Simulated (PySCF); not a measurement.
Below is a simulated gas-phase C 1s photoelectron spectrum of GePhH3 (`[H][Ge]([H])([H])[c]1ccccc1`).

Every computed line was given a Gaussian of 0.7 eV full width at half maximum and an area set by the number of equivalent atoms; the highest printed point is 100. Method: PySCF 2.14.0, delta-SCF UKS SCAN, pcX-2 on the ionised atom, pcseg-1 elsewhere, spin-free X2C.

binding energy (eV), intensity and a bar:
```
    289.0          0 
    289.1          0 
    289.2          1 
    289.3          2 #
    289.4          5 #
    289.5         10 ###
    289.6         18 #####
    289.7         31 #########
    289.8         47 ##############
    289.9         66 ####################
    290.0         84 #########################
    290.1         96 #############################
    290.2        100 ##############################
    290.3         94 ############################
    290.4         79 ########################
    290.5         60 ##################
    290.6         41 ############
    290.7         25 #######
    290.8         14 ####
    290.9          7 ##
    291.0          3 #
    291.1          1 
    291.2          0
```

Count the maxima, the lines and the sites behind this envelope.

The curve has 1 maximum (at 290.2 eV). Under it lie 4 lines from 4 inequivalent carbon sites. At this width some lines have no maximum of their own.

Decompose the envelope and assign each component. Bonds: Ge1–C2, C2–C3, C2–C7, C3–C4, C4–C5, C5–C6, C6–C7. Hydrogens: H13, H14, H15 on Ge1; H8 on C3; H9 on C4; H10 on C5; H11 on C6; H12 on C7.

```json
{"position (eV)": "289.96", "relative area": "1", "line": "C 1s", "atoms": "C2", "environment": "carbon bonded to 2 C and Ge"}
{"position (eV)": "290.20", "relative area": "2", "line": "C 1s", "atoms": "C3/C7", "environment": "carbon bonded to 2 C and H"}
{"position (eV)": "290.23", "relative area": "1", "line": "C 1s", "atoms": "C5", "environment": "carbon bonded to 2 C and H"}
{"position (eV)": "290.24", "relative area": "2", "line": "C 1s", "atoms": "C4/C6", "environment": "carbon bonded to 2 C and H"}
```

What are the centre and the root-mean-square width of the whole band?

The area-weighted mean of the lines is 290.18 eV. Their own spread about it is 0.10 eV (rms) and each Gaussian has σ = 0.7/2.355 = 0.30 eV; the variances add, which gives 0.31 eV.

Lowest listed C 1s: C2, bonded to 2 C and Ge. Highest, 0.28 eV above it: C4/C6, bonded to 2 C and H. The values 290.20, 290.23 and 290.24 eV lie too close for their order to be trusted.

The curve has no shake-up lines and no vibrational structure. The first atom of each set that the bonding makes equivalent was ionised and stands for the set. Isolated species at its PBE0-D3(BJ)/def2-SVP geometry (one conformer only).

The run took 66 s of wall time on Arm Neoverse V1, one thread, no GPU, shared host with 32 logical CPUs at a one-minute load of 33, and the process peaked at 0.69 GiB of memory.
